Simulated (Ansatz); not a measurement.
`CB(C)Cl` + silanol → `CB(C)O[SiH3]` + HCl  (ligand exchange at a B–Cl bond)

Computed with Ansatz on PBE0-D4/def2-TZVP structures; ΔE is electronic, products minus reactants. CCSD(T)/CBS is the MP2 limit (def2-TZVPP, def2-QZVPP) plus CCSD(T) − MP2 in def2-TZVPP, frozen cores. This one scheme is used for every species. Functionals use def2-TZVPP. HSE06 is defined as in plane-wave codes. Each species was taken in one conformer, which may not be the lowest.

```csv
level,ΔE (kJ/mol),difference from CCSD(T)/CBS
LDA (SPW92),-34.6,0.7
r2SCAN-D4,-32.0,3.3
B2PLYP,-33.9,1.4
r2SCAN,-30.6,4.7
PBE0,-27.8,7.5
HSE06,-27.7,7.6
HF/def2-SVP,-42.3,-7.0
CCSD/def2-SVP,-45.0,-9.7
CCSD(T)/def2-SVP,-45.2,-9.9
CCSD(T)/def2-TZVPP,-37.8,-2.5
CCSD(T)/CBS,-35.3,0
```

Largest T1 diagnostic among the species: 0.011.

From BLYP to BHLYP (50 % exact exchange), in def2-TZVPP and without D4, ΔE moves by −5.6 kJ/mol. Leaving LDA and LC-ωPBE aside and taking each functional with its dispersion term where it has one, the values, not all of them listed here, spread over 12.0 kJ/mol, from CAM-B3LYP-D4 to PBE-D4. LDA lies −9.0 kJ/mol from PBE without D4.
